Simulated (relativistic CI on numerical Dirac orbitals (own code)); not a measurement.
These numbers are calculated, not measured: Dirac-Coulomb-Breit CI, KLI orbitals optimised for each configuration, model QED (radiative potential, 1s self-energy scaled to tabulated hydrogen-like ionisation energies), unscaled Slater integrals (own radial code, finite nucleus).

The strongest absorption lines from the ground level of an ion, among the configurations computed and to levels below about 735 eV (vacuum wavelength in Å, gf): 22.642 (0.014), 22.923 (0.2), 23.062 (0.0011), 23.579 (0.14), 39.156 (0.00014), 45.427 (0.00014), 120.03 (1.1), 202.20 (0.11).

Question: Which ion is it?
A. Dy XXXVII
B. Eu XXXIV
C. Nd XXXI
D. La XXVIII

Answer: C. Nd XXXI has 30 electrons and the ground level 4s2 1S_0; the strongest line goes to 4s.4p 1P°_1. The pattern of lines fixes the number of electrons, and along that sequence the line energies rise steadily with the charge (about as its square where n changes within one kind of shell, about linearly where n is kept but much faster in heavy ions where fine structure, which grows about as Z⁴, sets the gap, and irregularly where shells cross), which fixes Z. Configurations outside the model, such as inner-shell arrays, can give stronger lines. At this charge energies of transitions that change n are usually good to better than 1 %, and those within a shell (Δn = 0) to a few per cent.

LS names give the leading component of a level, which can be under half, so a name can repeat, a term be missing and a line seem to break the LS rules.
